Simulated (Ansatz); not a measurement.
Species: BH2SeCl, charge 0, singlet. BH2SeCl (SMILES ClB[SeH]).
B3LYP-D3(BJ)/def2-TZVP minimum from Ansatz (a first-principles code):
```xyz
5

B     -0.0340     0.1094    -0.9624
Cl    -1.7481     0.4325    -1.0937
H      0.6295     0.0949    -1.9429
Se     0.8697    -0.2318     0.6994
H     -0.3137    -0.1116     1.5679
```

Atomisation energy term by term, kcal/mol (programs: Ansatz). Open shells are spin-unrestricted; no spin-orbit coupling. Correlated methods leave the cores frozen (noble-gas shells, and filled d and f shells in the p block). No relativity. CBS(X,Y): correlation extrapolated as X^-3, Hartree-Fock from the larger set. A bracket is a step between two methods taken in the basis named. Where a partner has so few electrons that a lower coupled-cluster level is exact, that level stands in.

| term | basis | kcal/mol |
|---|---|---|
| Hartree-Fock | def2-QZVPP | 273.17 |
| CCSD correlation | CBS(def2-TZVPP,def2-QZVPP) | 84.70 |
| (T) | CBS(def2-TZVPP,def2-QZVPP) | 7.74 |
| CCSDT(Q) - CCSD(T) | def2-TZVPP | 0.21 |
| sum: De |  | 365.8 |

The step beyond CCSD(T) by other levels: CCSDT(Q) in def2-SVP 0.43 kcal/mol.
